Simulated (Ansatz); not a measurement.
Basis-set series for `[SiH3][NH2+][Ga-]([Cl])([Cl])[Cl]`. Charge 0, multiplicity 1. Geometry: relaxed with PBE0-D4/def2-TZVP. It is one conformer, not always the lowest.

```
functional       basis  functions  energy (Eh)  HOMO (eV)  LUMO (eV)
   PBE0-D4    def2-SVP        143  -3651.23649      -8.34      -0.71
   PBE0-D4  def2-TZVPP        317  -3652.12593      -8.57      -1.08
   ωB97M-V    def2-SVP        143  -3651.90645     -10.54       1.13
   ωB97M-V  def2-TZVPP        317  -3652.79221     -10.84       0.56
```

**Question.** Give the rows for def2-QZVPP. (An estimate is asked.)

**Answer.** Ansatz gave: 
```tsv
functional	basis	functions	energy (Eh)	HOMO (eV)	LUMO (eV)
PBE0-D4	def2-QZVPP	576	-3652.22264	-8.62	-1.20
ωB97M-V	def2-QZVPP	576	-3652.88460	-10.90	0.29
```

Positive LUMOs are unbound and depend on the basis. Scalar relativity is left out up to krypton.
